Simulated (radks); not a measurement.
Problem. The carbon ion C3+, [He] 2s1. Method: non-relativistic Kohn-Sham, exchange-only B88, spin-polarised, spherical densities, point nucleus; computed with a radial shooting solver on a logarithmic mesh with Libxc functionals. Every spin shell is full or empty, so the densities are truly spherical. Functionals are evaluated on that one density, not self-consistently. Rank these exchange functionals by their error against the exact value of the orbitals, and give that value: LDA, B88, PBE, PBEsol, revPBE, PW91, PW86, WC, AM05, SOGGA, G96, EV93, APBE, TPSS, MVS.

Solution. Exact: -3.94393 hartree. From best to worst, with 100 (|E| - |E exact|)/|E exact| (equal figures are ties): revPBE +0.04, G96 -0.11, MVS -0.23, APBE +0.28, B88 -0.30, TPSS +0.37, PW86 +0.45, PW91 -0.97, PBE -1.28, WC -3.31, EV93 +4.39, PBEsol -5.59, SOGGA -5.77, AM05 -10.39, LDA -13.31.
